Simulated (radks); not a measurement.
Values are calculated unless marked as measured or tabulated.
Spherical quantum dot in the effective-mass picture: electrons in a parabolic well V = omega^2 r^2 / 2 with omega = 4.35, with a point charge +1 (a donor) at the centre, all in effective atomic units (hartree* = m*/eps^2 hartree, bohr* = eps/m* bohr), one dielectric constant everywhere. Level of theory: non-relativistic Kohn-Sham, LDA (Slater exchange, Perdew-Wang correlation), spin-polarised, spherical densities (a radial shooting solver with Libxc functionals). Levels are named by radial order and angular momentum (1s, 1p, 1d, 2s, ...), and open shells are averaged over m.

N = 5, configuration 1s2 1p(up 3, down 0). This is the lowest configuration that the search found. Occupied and some empty levels:

level    occupation  eigenvalue (hartree*)  <r> (bohr*)
1s up             1                 10.160       0.5343
1s down           1                 10.492       0.5310
1p up             3                 14.547       0.7421
1p down           0                 14.917       0.7445
2s up             0                 18.259       0.8128
2s down           0                 18.512       0.8182
1d up             0                 18.657       0.8895
1d down           0                 18.996       0.8949
1f up             0                 22.782        1.012
1f down           0                 23.071        1.018

Energy (hartree*): total 48.7349, kinetic 22.125, external 14.180, Hartree 17.022, exchange-correlation -4.5910.
